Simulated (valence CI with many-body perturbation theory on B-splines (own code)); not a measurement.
# Level structure of Lu⁵⁸⁺

Calculated by configuration interaction combined with many-body perturbation theory (CI+MBPT): three valence electrons over a frozen Dirac-Fock core [Ne], a basis of 11 s, 11 p, 10 d, 8 f, 5 g, 2 h functions for each j, with the one-electron correlation potential Σ1 (screened to all orders), the two-electron term Σ2, the three-electron term Σ3, Breit, model QED; selected single and double excitations, second order for the rest, scaled by the run's own slope (own B-spline code, finite nucleus).

The last digits are not significant, and no measured levels were compared; by estimate large intervals hold to a few tenths of a per cent, small ones and those within an open d or f shell to about a per cent.

Levels 46 to 90 of 157, with energies above the lowest level, (3s^2 3p1/2) J=1/2. "Leading %" is the weight of the configuration and term that name the level; weights of strongly mixed levels are sums over their largest components and can fall short. In the jj column 3d3/2^4 stands for four electrons in 3d with j = 3/2.

```csv
No.,Configuration,Term,J,E (eV),Leading %,g,Second component,Leading jj
46,3p²3d,²D,3/2,1130.1,36,1.098,23 % 3p²3d ²P,3p1/2 3p3/2 3d3/2 (85 %)
47,3p²3d,²D,5/2,1131.2,30,1.144,22 % 3p²3d ⁴F,3p1/2 3p3/2 3d3/2 (84 %)
48,3p²3d,⁴P,1/2,1134.5,32,1.687,31 % 3p²3d ²P,3p1/2 3p3/2 3d3/2 (87 %)
49,3s3d²,⁴F,3/2,1158.7,75,0.542,13 % 3s3d² ²D,3s 3d3/2^2 (84 %)
50,3p²3d,⁴D,7/2,1167.9,47,1.296,34 % 3p²3d ⁴F,3p1/2 3p3/2 3d5/2 (98 %)
51,3s3d²,⁴F,5/2,1170.7,48,1.067,21 % 3s3d² ²D,3s 3d3/2^2 (74 %)
52,3p²3d,²G,9/2,1175.7,59,1.175,34 % 3p²3d ⁴F,3p1/2 3p3/2 3d5/2 (92 %)
53,3p²3d,²P,3/2,1179.0,50,1.336,22 % 3p²3d ⁴P,3p1/2 3p3/2 3d5/2 (94 %)
54,3p²3d,²D,5/2,1183.5,41,1.124,23 % 3p²3d ⁴D,3p1/2 3p3/2 3d5/2 (86 %)
55,3s3d²,⁴P,1/2,1189.6,63,2.299,23 % 3s3d² ²S,3s 3d3/2^2 (82 %)
56,3p²3d,²F,7/2,1194.9,50,1.117,18 % 3p²3d ⁴F,3p1/2 3p3/2 3d5/2 (80 %)
57,3p²3d,⁴P,5/2,1197.2,38,1.242,24 % 3p²3d ²F,3p1/2 3p3/2 3d5/2 (91 %)
58,3p²3d,²P,1/2,1207.2,45,1.222,36 % 3p²3d ²S,3p1/2 3p3/2 3d5/2 (86 %)
59,3p²3d,²D,3/2,1210.3,60,0.932,13 % 3p²3d ⁴D,3p1/2 3p3/2 3d5/2 (92 %)
60,3s3d²,⁴F,7/2,1224.3,84,1.203,5 % 3p²3d ²F,3s 3d3/2 3d5/2 (84 %)
61,3s3d²,⁴F,5/2,1227.6,41,1.197,28 % 3s3d² ⁴P,3s 3d3/2 3d5/2 (94 %)
62,3s3d²,⁴P,3/2,1233.0,85,1.565,9 % 3s3d² ²D,3s 3d3/2 3d5/2 (98 %)
63,3p³,²P°,3/2,1236.4,51,1.290,28 % 3p³ ²D°,3p3/2^3 (97 %)
64,3s3d²,²G,9/2,1239.8,52,1.199,41 % 3s3d² ⁴F,3s 3d3/2 3d5/2 (87 %)
65,3s3d²,²F,5/2,1247.8,51,1.117,30 % 3s3d² ⁴P,3s 3d3/2 3d5/2 (84 %)
66,3s3d²,²G,7/2,1248.0,74,0.950,20 % 3s3d² ²F,3s 3d3/2 3d5/2 (94 %)
67,3s3d²,²D,3/2,1252.0,38,1.058,32 % 3s3d² ²P,3s 3d3/2 3d5/2 (82 %)
68,3s3d²,²P,1/2,1261.7,58,1.185,21 % 3s3d² ⁴P,3s 3d3/2 3d5/2 (78 %)
69,3s3d²,⁴F,9/2,1293.3,58,1.231,40 % 3s3d² ²G,3s 3d5/2^2 (93 %)
70,3p3d²,⁴G°,5/2,1293.8,54,0.731,35 % 3p3d² ²F°,3p1/2 3d3/2^2 (99 %)
71,3s3d²,²D,5/2,1306.6,52,1.307,36 % 3s3d² ⁴P,3s 3d5/2^2 (96 %)
72,3s3d²,²F,7/2,1314.2,63,1.101,20 % 3s3d² ²G,3s 3d5/2^2 (90 %)
73,3s3d²,²P,3/2,1320.4,53,1.128,33 % 3s3d² ²D,3s 3d5/2^2 (89 %)
74,3p3d²,²D°,3/2,1333.8,40,0.754,38 % 3p3d² ⁴F°,3p1/2 3d3/2^2 (98 %)
75,3p3d²,²P°,1/2,1334.0,42,0.646,41 % 3p3d² ⁴D°,3p1/2 3d3/2^2 (98 %)
76,3s3d²,²S,1/2,1338.0,67,1.831,15 % 3s3d² ²P,3s 3d5/2^2 (93 %)
77,3p3d²,⁴G°,7/2,1369.8,58,1.006,14 % 3p3d² ²G°,3p1/2 3d3/2 3d5/2 (99 %)
78,3p3d²,²D°,5/2,1373.5,25,1.057,22 % 3p3d² ⁴F°,3p1/2 3d3/2 3d5/2 (99 %)
79,3p3d²,⁴D°,3/2,1380.2,42,1.155,22 % 3p3d² ²D°,3p1/2 3d3/2 3d5/2 (99 %)
80,3p3d²,⁴P°,1/2,1382.8,49,1.762,28 % 3p3d² ⁴D°,3p1/2 3d3/2 3d5/2 (100 %)
81,3p3d²,²H°,9/2,1385.0,50,1.019,32 % 3p3d² ²G°,3p1/2 3d3/2 3d5/2 (99 %)
82,3p3d²,⁴D°,5/2,1405.7,28,1.137,19 % 3p3d² ⁴F°,3p1/2 3d3/2 3d5/2 (99 %)
83,3p3d²,²F°,7/2,1410.8,44,1.119,28 % 3p3d² ²G°,3p1/2 3d3/2 3d5/2 (96 %)
84,3p3d²,²P°,3/2,1415.8,31,1.346,26 % 3p3d² ⁴D°,3p1/2 3d3/2 3d5/2 (98 %)
85,3p²3d,²D,3/2,1418.4,36,1.128,24 % 3p²3d ⁴P,3p3/2^2 3d3/2 (98 %)
86,3p²3d,⁴D,5/2,1425.5,26,1.172,22 % 3p²3d ²F,3p3/2^2 3d3/2 (94 %)
87,3p²3d,⁴P,1/2,1428.0,44,1.582,30 % 3p²3d ²P,3p3/2^2 3d3/2 (96 %)
88,3p²3d,²F,7/2,1430.0,47,1.094,27 % 3p²3d ²G,3p3/2^2 3d3/2 (97 %)
89,3p²3d,²D,3/2,1447.7,68,0.870,12 % 3p²3d ⁴D,3p3/2^2 3d3/2 (96 %)
90,3p3d²,⁴D°,7/2,1457.2,34,1.207,19 % 3p3d² ²F°,3p1/2 3d5/2^2 (97 %)
```
